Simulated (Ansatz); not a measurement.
Calculated with Ansatz (gas phase, PBE0-D4/def2-TZVP geometries, no zero-point term in ΔE). CBS: MP2 limit from def2 TZ/QZ plus the TZ coupled-cluster correction, frozen cores. DFT in def2-TZVPP. For Br outer-core shells are correlated without core-valence functions, which leaves a few kJ/mol of doubt a bond. Scalar relativity is left out up to krypton. One conformer a species, not always the lowest.

Consider the isomerisation: `OB(F)[SiH2]Br` → `O[SiH2]B(F)Br`.

Is it downhill or uphill in electronic energy at CCSD(T)/CBS, and by how much? (Estimate.)

Computed: Uphill: ΔE = +74.6 kJ/mol.

What do these levels give: LDA (SPW92), B97M-V, r2SCANh-D4, B2PLYP, revPBE, r2SCAN, r2SCANh, CCSD/def2-SVP, MP2/def2-TZVPP, SCS-MP2/def2-TZVPP, HF/CBS(def2), CCSD/CBS(def2)? (Estimate.)

Ansatz gave: LDA (SPW92) 83.3, B97M-V 75.6, r2SCANh-D4 77.6, B2PLYP 75.2, revPBE 77.2, r2SCAN 76.5, r2SCANh 77.6, CCSD/def2-SVP 96.3, MP2/def2-TZVPP 73.2, SCS-MP2/def2-TZVPP 72.3, HF/CBS(def2) 77.9, CCSD/CBS(def2) 75.4 kJ/mol.

What do rigid-rotor, harmonic-oscillator terms from PBE0-D4/def2-TZVP frequencies (298.15 K, 1 bar) make of the CCSD(T)/CBS value? (Estimate.)

Ansatz gave: ΔZPE = -5.0 kJ/mol, ΔH = +71.1 kJ/mol, ΔS = 13 J/(mol·K), ΔG = +67.1 kJ/mol. Modes under 50 cm⁻¹ make the entropy rough.

Largest T1 diagnostic among the species: 0.012.

In def2-TZVPP, CCSD(T) changes the Hartree–Fock value by −4.6 kJ/mol (the triples alone add −0.8 kJ/mol) and MP2 by −5.3 kJ/mol. At CCSD(T), def2-SVP lies +21.0 kJ/mol from the extrapolated value and def2-TZVPP −0.7 kJ/mol.
